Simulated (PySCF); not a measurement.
# Computed structure and properties of [Pm(SH)2]+

System: [Pm(SH)2]+ (singlet in the valence; each metal's 4f electrons, 4 of them, lie in its core potential, out of spins and levels); start: template (C2). Method: PySCF 2.14.0, RKS PBE0, Pm lcecp-1-SVP with ECP50, S def2-SVP, H def2-SVP; non-relativistic Hamiltonian with scalar-relativistic core potentials where named; density fitting; no spin-orbit coupling.

Input of the relaxation:

```python
mol = gto.M(atom='''
Pm     0.00000     0.00000    -0.34357
S      2.52330    -0.00000     0.78573
H      3.33750    -0.33650    -0.22567
S     -2.52330     0.00000     0.78573
H     -3.33750     0.33650    -0.22567''',
    basis={'Pm': 'lcecp-1-SVP', 'S': 'def2-SVP', 'H': 'def2-SVP'},
    ecp={'Pm': 'lcecp-1-SVP'},
    charge=1, spin=0)
mf = dft.RKS(mol, xc='PBE0')
mf.grids.atom_grid = (50, 194)  # f atoms: unpruned, at least (60, 302)
mf = mf.density_fit()  # fitting sets: Pm AutoAux, S def2-universal-JKFIT, H def2-universal-JKFIT
mf.conv_tol = 1e-08; mf.max_cycle = 55
mf.kernel(dm0)  # dm0: converged density of the start geometry
# quasi-Newton relaxation in Cartesian coordinates to a largest gradient under 0.00045 Eh/bohr, steps kept in the point group
```

Run from Python with OMP_NUM_THREADS=2; the lines above give its settings. Where DIIS fails, smearing, a level shift and second-order steps follow.
It took 20 s on 2 threads of Arm Neoverse V1 (shared host), from the converged density of the start.

Course of the relaxation:

```json
{"step": "0", "energy above end (eV)": "0.7021", "largest force component within the symmetry (eV/Å)": "1.823"}
{"step": "1", "energy above end (eV)": "0.4057", "largest force component within the symmetry (eV/Å)": "0.988"}
{"step": "2", "energy above end (eV)": "0.1698", "largest force component within the symmetry (eV/Å)": "0.627"}
{"step": "3", "energy above end (eV)": "0.0828", "largest force component within the symmetry (eV/Å)": "0.462"}
{"step": "4", "energy above end (eV)": "0.0170", "largest force component within the symmetry (eV/Å)": "0.298"}
{"step": "5", "energy above end (eV)": "0.0041", "largest force component within the symmetry (eV/Å)": "0.159"}
{"step": "6", "energy above end (eV)": "0.0004", "largest force component within the symmetry (eV/Å)": "0.047"}
{"step": "7", "energy above end (eV)": "0.0000", "largest force component within the symmetry (eV/Å)": "0.024"}
{"step": "8", "energy above end (eV)": "0.0000", "largest force component within the symmetry (eV/Å)": "0.020"}
```

Relaxed geometry (C2, nearly C2v):

```xyz
5

Pm    0.0000    0.0000   -0.8021
S     1.9164   -0.0902    0.8583
H     2.9011   -0.2252   -0.0690
S    -1.9164    0.0902    0.8583
H    -2.9011    0.2252   -0.0690
```

```
    contact      Å
Pm1–S2 (SH)  2.537
Pm1–S4 (SH)  2.537
```

On the finer grid (75, 302):

```
HOMO                                                          : -12.03 eV
LUMO                                                          : -7.24 eV
Dipole about the centre of mass                               : 7.77 D
Set of Mulliken populations of Pm1 outside the core potential : s 2.25, p 6.16, d 1.43, f 0.04
D3(BJ) dispersion energy (not in the energies)                : -0.117 eV
```

| atom | Mulliken (e) | Löwdin (e) | spin (e) |
| --- | --- | --- | --- |
| Pm1 | 1.13 | 0.58 | 0.00 |
| S2 | -0.21 | 0.17 | 0.00 |
| H3 | 0.14 | 0.05 | 0.00 |
| S4 | -0.21 | 0.17 | 0.00 |
| H5 | 0.14 | 0.05 | 0.00 |

The 4f levels lie in the core potential and are missing. Their spin isn't counted.

On the grid (50, 194), as all that follows. Harmonic modes: a minimum; lowest 60 cm⁻¹ (negative: unstable), highest 2660 cm⁻¹, zero-point energy 0.442 eV.

Taking off one SH (charge -1, singlet; the rest: singlet) in vacuum, both parts rigid, costs 14.13 eV; the small basis without counterpoise inflates it. Most of it is the attraction of opposite charges; other ways to part are cheaper, and one spin state was tried for the rest.

Rigid scan of SH along the line from its metal:

```csv
distance to S2 (Å),energy (eV)
2.24,0.803
2.34,0.314
2.44,0.069
2.54,0.000
2.64,0.055
2.74,0.197
2.94,0.634
3.24,1.443
3.64,2.490
4.14,3.533
```

One start shape was tried, so this needn't be the lowest isomer.

An lcecp potential fixes the number of 4f electrons, so in runs with it no electron can move into or out of that shell.
